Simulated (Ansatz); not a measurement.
Ansatz results at the PBE0-D4/def2-TZVP geometry: HOMO energy (B3LYP/def2-TZVPP) -7.56 eV; size of the dipole moment (PBE/def2-TZVPP) 1.53 D; HOMO–LUMO gap (PBE/def2-TZVPP) 6.02 eV.

Each molecule was computed in one conformer, which needn't be the lowest.

(1) Which molecule gave them?
A. `OC(F)(Br)[TeH]`
B. `OC1[NH][GeH2][S]1`
C. `N/C=N/C(=S)S`
D. `NCO[SiH2]Cl`

## Answers

(1) D. The others give `OC1[NH][GeH2][S]1`: -6.67, 1.09, 4.26; `OC(F)(Br)[TeH]`: -6.52, 1.92, 3.12; `N/C=N/C(=S)S`: -5.92, 4.82, 2.33.

B3LYP here is the variant with VWN-RPA as its local correlation; programs differ in this.
